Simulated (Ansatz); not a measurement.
Reaction (hydrogenolysis of a C–F bond): `Cc1ccc(F)cc1` + H₂ → `Cc1ccccc1` + H–F

Program: Ansatz. Geometries: PBE0-D4/def2-TZVP. ΔE: electronic, gas phase. CCSD(T)/CBS is the MP2 limit (def2-TZVPP, def2-QZVPP) plus CCSD(T) − MP2 in def2-TZVPP, frozen cores. This one scheme is used for every species. DFT in def2-TZVPP. HSE06 is defined as in plane-wave codes.

(1) Is it downhill or uphill in electronic energy at CCSD(T)/CBS, and by how much? (Estimate.)

(2) What do these levels give: ωB97M-V, r2SCANh, HSE06, CCSD(T)/def2-SVP, SCS-MP2/def2-TZVPP, HF/def2-QZVPP? (Estimate.)

Largest T1 diagnostic among the species: 0.011.

Answers

(1) Computed: Downhill: ΔE = -97.9 kJ/mol.

(2) Computed: ωB97M-V -83.0, r2SCANh -79.6, HSE06 -86.2, CCSD(T)/def2-SVP -79.9, SCS-MP2/def2-TZVPP -96.3, HF/def2-QZVPP -97.3 kJ/mol.

From BLYP to BHLYP (50 % exact exchange), in def2-TZVPP and without D4, ΔE moves by −13.2 kJ/mol. At CCSD(T), def2-SVP lies +18.1 kJ/mol from the extrapolated value and def2-TZVPP +4.6 kJ/mol.
